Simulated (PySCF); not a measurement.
C7H4ClO2 (doublet state).
Geometry (PBE0-D3(BJ)/def2-SVP, Å), atoms numbered from 1 in this order:
```
atom  x, y, z in Å
O1     2.824   -1.302   -0.208
C2     2.188   -0.301   -0.011
O3     2.759    0.883    0.257
C4     0.706   -0.225   -0.033
C5    -0.054   -1.349   -0.297
C6    -1.423   -1.414   -0.347
C7    -2.099   -0.209   -0.103
Cl8   -3.825   -0.182   -0.143
C9    -1.399    0.970    0.171
C10   -0.009    0.961    0.206
H11    3.716    0.729    0.249
H12   -1.974   -2.332   -0.561
H13   -1.955    1.890    0.357
H14    0.544    1.879    0.419
```

Computed with PySCF, PBE0-D3(BJ)/def2-SVP geometry optimisation, gas phase.

Take the most abundant isotopes and a rigid rotor. The values belong to one conformer with, in the numbering `[O:1]=[C:2]([OH:3])[c:4]1[c:5][cH:6][c:7]([Cl:8])[cH:9][cH:10]1`, O1–C2–O3–H 0°, O1–C2–C4–C5 0°.

Task: What are A, B and C (MHz)?

Result: Ia = 124.20, Ib = 916.84, Ic = 1041.03 u·Å²; 505379 MHz·u·Å²/I gives A = 4069, B = 551.2, C = 485.5 MHz.

Task: Classify the top.

Result: A near-prolate asymmetric top: κ = (2 × 551.2 − 4069 − 485.5)/(4069 − 485.5) = -0.96.

Task: What does the inertial defect say?

Result: Planar: Δ = Ic − Ia − Ib = 0.00 u·Å². For a rigid frame Δ = −2 Σ m c², so it vanishes when all atoms lie in the ab plane; here none is more than 0.01 Å from it.

Task: List the rotational levels J(Ka,Kc) to J = 5 (MHz).

Result: Above 0(0,0):
J = 1: 1(0,1) 1037, 1(1,1) 4555, 1(1,0) 4620
J = 2: 2(0,2) 3109, 2(1,2) 6562, 2(1,1) 6759, 2(2,1) 17313, 2(2,0) 17314
J = 3: 3(0,3) 6216, 3(1,3) 9573, 3(1,2) 9968, 3(2,2) 20423, 3(2,1) 20428, 3(3,1) 38178, 3(3,0) 38178
J = 4: 4(0,4) 10353, 4(1,4) 13586, 4(1,3) 14244, 4(2,3) 24569, 4(2,2) 24583, 4(3,2) 42326, 4(3,1) 42326, 4(4,1) 67180, 4(4,0) 67180
J = 5: 5(0,5) 15518, 5(1,5) 18601, 5(1,4) 19588, 5(2,4) 29751, 5(2,3) 29783, 5(3,3) 47513, 5(3,2) 47513, 5(4,2) 72366, 5(4,1) 72366, 5(5,1) 104321, 5(5,0) 104321
Those of J = 1 are B + C, A + C and A + B.

Task: Predict some low-J microwave lines.

Result: The dipole components are |μa| = 0.20 D, |μb| = 2.12 D, |μc| = 0.00 D; the mirror of this Cs structure is the ab plane, so μc vanishes by symmetry and there are no c-type lines. The squared components, which scale the intensities, stand as 0.01 : 1.00 (a : b). Some lines, for components of 0.1 D or more:

| type | branch | J(Ka,Kc) | MHz | lower level (cm⁻¹) |
| --- | --- | --- | --- | --- |
| a | R | 1(0,1) ← 0(0,0) | 1037 | 0.000 |
| a | R | 2(1,2) ← 1(1,1) | 2008 | 0.152 |
| b | Q | 1(1,0) ← 1(0,1) | 3584 | 0.035 |
| b | Q | 2(1,1) ← 2(0,2) | 3650 | 0.104 |
| b | R | 1(1,1) ← 0(0,0) | 4555 | 0.000 |
| a | R | 5(3,2) ← 4(3,1) | 5187 | 1.412 |
| a | R | 5(2,3) ← 4(2,2) | 5200 | 0.820 |
| b | R | 2(1,2) ← 1(0,1) | 5526 | 0.035 |
| b | R | 3(1,3) ← 2(0,2) | 6464 | 0.104 |
| b | R | 5(1,5) ← 4(0,4) | 8248 | 0.345 |
| b | Q | 3(3,0) ← 3(2,1) | 17750 | 0.681 |
| b | R | 3(3,0) ← 2(2,1) | 20865 | 0.578 |
| b | R | 5(5,0) ← 4(4,1) | 37141 | 2.241 |

Task: Estimate the classical rotational partition function at 50 K, 200 K and 500 K.

Result: Point group Cs, symmetry number σ = 1; q = (√π/σ)·√((kT/h)³/(ABC)), k/h = 20836.6 MHz/K: 57100 at 50 K, 457000 at 200 K, 1810000 at 500 K.

For this open shell read J as N, the rotation without spin; fine and hyperfine splittings come on top. Whether it is a minimum is left open (no frequencies). ⟨S²⟩ = 0.762 (exact for a doublet: 0.75). No vibrational averaging or centrifugal distortion is included, and the geometry carries the error of its method. Quadrupole hyperfine structure (35Cl) is left out.
